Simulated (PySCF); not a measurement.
# Which basis set comes closest?

Molecule: SMILES CNc1cccnc1, C6H8N2.

Numbering as in the mapped SMILES `[CH3:1][NH:2][c:3]1[cH:4][cH:5][cH:6][n:7][cH:8]1` (H(Xn): hydrogen on atom n).

Geometry PBE0-D3(BJ)/def2-SVP throughout; GIAO in PySCF, gas phase, one conformer, non-relativistic; equivalent atoms averaged; functional PBE0.

Reference values (estimated from measurements, as parent shift plus tabulated substituent increments; solution, not stated per compound (mostly CDCl3 or CCl4); Pretsch, Buehlmann, Badertscher, Structure Determination of Organic Compounds, 4th ed. (2009)): δ(C8) = 136.2 ppm, δ(C3) = 146.8 ppm, δ(C4) = 117.7 ppm, δ(C5) = 124.3 ppm, δ(C6) = 137.9 ppm. Computed shifts are taken against TMS, calculated as an isolated molecule at each level.

Task: How do the basis sets STO-3G, pcSseg-0, 6-31G, 6-31G*, cc-pVDZ, def2-SVP, pcSseg-1, aug-cc-pVDZ, 6-311+G(2d,p), def2-TZVP perform against the reference? Times are CPU seconds on shared hosts with different chips, so compare them loosely.

Result: 
| basis set | functions | C8 | C3 | C4 | C5 | C6 | mean abs. error C | core-s |
| --- | --- | --- | --- | --- | --- | --- | --- | --- |
| STO-3G | 48 | 109.1 | 113.0 | 98.9 | 106.9 | 113.5 | 24.3 | 4 |
| pcSseg-0 | 88 | 147.4 | 150.0 | 121.1 | 133.2 | 149.3 | 7.6 | 8.4 |
| 6-31G | 88 | 130.7 | 135.9 | 109.3 | 120.3 | 132.8 | 6.8 | 8.1 |
| 6-31G* | 128 | 129.2 | 134.2 | 107.6 | 118.2 | 131.2 | 8.5 | 12 |
| cc-pVDZ | 152 | 133.5 | 141.4 | 111.7 | 123.7 | 136.0 | 3.3 | 19 |
| def2-SVP | 152 | 132.7 | 139.4 | 110.6 | 121.9 | 134.7 | 4.7 | 17 |
| pcSseg-1 | 176 | 140.3 | 147.2 | 116.3 | 128.7 | 142.7 | 3.0 | 21 |
| aug-cc-pVDZ | 256 | 135.3 | 142.0 | 111.2 | 122.4 | 137.0 | 3.0 | 44 |
| 6-311+G(2d,p) | 264 | 139.5 | 146.5 | 115.2 | 126.8 | 141.2 | 2.4 | 33 |
| def2-TZVP | 296 | 140.6 | 148.4 | 116.3 | 128.2 | 142.1 | 3.1 | 54 |

For 13C the closest is 6-311+G(2d,p) (2.4 ppm) and the furthest STO-3G (24.3 ppm). Where a smaller basis beats a larger one, errors probably cancel. One molecule is a small sample, and vibrational and solvent effects are absent from the calculation.

A small basis that lands close on one nucleus may do so by chance; judge by the trend and by all nuclei.
